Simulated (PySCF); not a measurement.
Method: PySCF energies plus ideal-gas RRHO corrections (1 bar). 'Table' is the NASA 1993 thermochemical table (part measured, part estimated). S°(298 K) at PBE0/def2-TZVP differs from the NASA 1993 table for MoO₃ (+7 J/mol/K); whether the harmonic model or the table's entry is off was not settled. All species are closed-shell singlets. Mo: scalar-relativistic def2 core potential, no spin-orbit coupling. The harmonic model lacks anharmonicity and excited electronic states, which grow with temperature; levels with a mode under 35 cm⁻¹ are left out. Strong static correlation: MoO₃. The table's entry may be an old estimate for MoO₃ (not checked at source).

Harmonic frequencies at PBE/def2-SVP (cm⁻¹): 264, 332, 332, 952, 952, 983. Point group C3v; S°(298 K) = 284.7 J/mol/K at this level.

### Question
Work out Cp and S° of gaseous MoO₃ at 500, 800, 1200, 1600, 2000 K from these, and set them beside the table.

### Answer
| T (K) | Cp PBE/def2-SVP | Cp table | S° PBE/def2-SVP | S° table |
|---|---|---|---|---|
| 500 | 70.3 | 71.0 | 318.2 | 310.4 |
| 800 | 77.1 | 77.7 | 353.0 | 345.6 |
| 1200 | 80.3 | 80.4 | 385.0 | 377.6 |
| 1600 | 81.5 | 81.6 | 408.3 | 400.9 |
| 2000 | 82.1 | 82.3 | 426.5 | 419.2 |
Units J/mol/K.
